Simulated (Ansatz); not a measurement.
`[SH][Al]([Cl])[Br]` + H–F → `[F][Al]([Cl])[Br]` + H₂S at 600 K and 1 bar (ligand exchange at the Al–S bond).

Gas-phase electronic energies from Ansatz, PBE0-D4/def2-TZVP geometries. CCSD(T)/CBS is the MP2 limit (def2-TZVPP, def2-QZVPP) plus CCSD(T) − MP2 in def2-TZVPP, frozen cores. This one scheme is used for every species. For Br outer-core shells are correlated without core-valence functions, which leaves a few kJ/mol of doubt a bond. Scalar relativity is left out up to krypton. One conformer a species, not always the lowest.

```json
{"species": "`[SH][Al]([Cl])[Br]`", "CCSD(T)/CBS energy (Eh)": "-3673.67780", "H − E (kJ/mol)": "79.2", "S (J/(mol·K))": "413.5"}
{"species": "H–F", "CCSD(T)/CBS energy (Eh)": "-100.39570", "H − E (kJ/mol)": "42.3", "S (J/(mol·K))": "194.0"}
{"species": "`[F][Al]([Cl])[Br]`", "CCSD(T)/CBS energy (Eh)": "-3375.12363", "H − E (kJ/mol)": "53.0", "S (J/(mol·K))": "380.5"}
{"species": "H₂S", "CCSD(T)/CBS energy (Eh)": "-398.97279", "H − E (kJ/mol)": "60.8", "S (J/(mol·K))": "230.9"}
```

H − E and S are ideal-gas, rigid-rotor, harmonic terms from PBE0-D4/def2-TZVP, for one conformer and one mirror image of each species. 1 Eh = 2625.50 kJ/mol, R = 8.31446 J/(mol·K).

**Question.** By hand: ΔE, ΔH, ΔS and ΔG.

**Answer.** ΔE = (-3375.12363) + (-398.97279) − (-3673.67780) − (-100.39570) = -0.02292 Eh = -60.2 kJ/mol. Δ(H − E) = 53.0 + 60.8 − 79.2 − 42.3 = -7.7, so ΔH = -67.9 kJ/mol. ΔS = 380.5 + 230.9 − 413.5 − 194.0 = 3.9 J/(mol·K). ΔG = -67.9 − 600 × (3.9)/1000 = -70.2 kJ/mol.

**Question.** By hand: the equilibrium constant, and the temperature at which ΔG would vanish if ΔH and ΔS stayed fixed.

**Answer.** log₁₀ K = −ΔG/(RT ln 10) = 6.1. ΔH and −TΔS have one sign here, so there is no such temperature.

The number of gas molecules stays the same, so ΔS is small and ΔH decides. A doubt of 5 kJ/mol in ΔE shifts log₁₀ K by 0.4 here. Other conformers and mirror images would add mixing entropy, several J/(mol·K) or more a flexible species. These are equilibria of isolated gas molecules and say nothing of rates. Largest T1 diagnostic: 0.009 (customary marks: 0.02 for closed shells, 0.045 for open ones).

ΔS is within the doubt of such terms, so its sign, and with it that verdict, could turn.
